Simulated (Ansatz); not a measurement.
Reaction (ligand exchange at the Si–O bond): `[SiH3][O][GeH2][O][SiH3]` + `SS` → `[SiH3]SS` + `[OH][GeH2][O][SiH3]`

Computed with Ansatz on PBE0-D4/def2-TZVP structures; ΔE is electronic, products minus reactants. CBS: MP2 limit from def2 TZ/QZ plus the TZ coupled-cluster correction, frozen cores. This one scheme is used for every species. DFT in def2-TZVPP. For Ge outer-core shells are correlated without core-valence functions, which leaves a few kJ/mol of doubt a bond. Scalar relativity is left out up to krypton. Each species was taken in one conformer, which may not be the lowest.

```
        level  ΔE (kJ/mol)
      ωB97X-V         44.6
       r2SCAN         38.2
         PBE0         32.8
HF/def2-QZVPP         66.8
```

Task: What does CCSD(T)/CBS give? (Best estimate.)

Result: Computed: +43.7 kJ/mol. The listed levels differ from it by 0.9, -5.5, -10.9, 23.1 kJ/mol.

Largest T1 diagnostic among the species: 0.012.

In def2-TZVPP, CCSD(T) changes the Hartree–Fock value by −18.1 kJ/mol (the triples alone add −3.8 kJ/mol) and MP2 by −21.4 kJ/mol. From PBE to PBE0 (25 % exact exchange), in def2-TZVPP and without D4, ΔE moves by +6.1 kJ/mol.
